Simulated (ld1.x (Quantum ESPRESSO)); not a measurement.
# Before and after: TM potential for Zr (Z = 40)

| Quantity | Value |
| --- | --- |
| Element | zirconium |
| Generator | ld1.x (Quantum ESPRESSO) 7.5 |
| Type | norm-conserving Troullier–Martins (Kleinman–Bylander form) |
| Functional | LDA (PZ) |
| Relativity | scalar-relativistic |
| Frozen core | [Ar] 3d10 4s2 |
| Valence charge | 10 |
| Reference configuration | 4p6 4d2 5s1 5p0 (charge +1) |
| Partial waves | 5s (bound): rc 3.25 bohr; 4d (bound): rc 1.70 bohr; 4p (bound): rc 1.70 bohr |
| Local potential | the p channel |
| Core correction | a·sin(br)/r model core inside 1.45 bohr |

All-electron outer shells of the reference configuration (LDA (PZ), scalar-relativistic, ld1.x):

```tsv
shell	level (eV)	outermost node (bohr)	outermost maximum (bohr)
4s	-61.27	0.55	1.08
4p	-39.25	0.56	1.17
5s	-10.22	1.46	2.96
4d	-10.19	0.58	1.59
5p	-6.44	1.68	3.66
```

Change: core correction a·sin(br)/r model core inside 0.98 bohr.

Cutoffs: the cutoffs (Ry, on a coarse ladder) from which the occupation-weighted sum of valence levels, in a spherical-Bessel basis at the reference potential, stays within 10 and 1 mRy of its value at 400 Ry; they do not see the model core or the augmentation charge, which bear on the density cutoff. Errors are all-electron minus pseudo energies relative to the spin-unpolarised reference configuration.

Predict the effect on cutoff, ghosts and configuration errors.

The potential gets neither clearly harder nor softer (40 Ry and 70 Ry → 40 Ry and 70 Ry); both files keep a bound ghost (s); of the 9 tests that both files solve, the error grows in 0 and shrinks in 2 by more than 15 % and 0.3 meV (median size 13.0 → 9.0 meV). A model core, the more so a compact one, raises the density cutoff, which this test does not measure.

```tsv
quantity	base	changed
cutoff, loose	40 Ry	40 Ry
cutoff, tight	70 Ry	70 Ry
bound ghosts	s	s
error for 4p6 4d2 5s2 5p0, meV [ΔE -7.35 eV]	-2.2	-2.2
error for 4p6 4d2 5s0 5p0, meV [ΔE 13.24 eV]	-6.6	-6.7
error for 4p6 4d1 5s0 5p0, meV [ΔE 36.06 eV]	+28	+28
error for 4p6 4d0 5s0 5p0, meV [ΔE 70.44 eV]	+31	+28
error for 4p6 4d3 5s1 5p0, meV [ΔE -6.13 eV]	-8.9	-9.0
error for 4p6 4d2 5s1.5 5p0, meV [ΔE -4.38 eV]	-0.5	-0.5
error for 4p6 4d2 5s0 5p2, meV [ΔE -0.96 eV]	+71	+71
error for 4p6 4d2 5s1 5p0 (spin-polarised), meV [ΔE -1.08 eV]	+35	+26
error for 4p6 4d2 5s2 5p0 (spin-polarised), meV [ΔE -7.84 eV]	+13	+5.2
s: phases at 3.55 bohr within 0.05 rad from the reference energy up to (Ry; the scan ends near 5)	n/a	n/a
p: phases at 3.55 bohr within 0.05 rad from the reference energy up to (Ry; the scan ends near 5)	-0.4	-0.4
d: phases at 3.55 bohr within 0.05 rad from the reference energy up to (Ry; the scan ends near 5)	0.6	0.6
```

 A true bound ghost makes a file unfit for plane-wave use even where its test errors are small: the radial tests pick states by their node count and pass the ghost by.
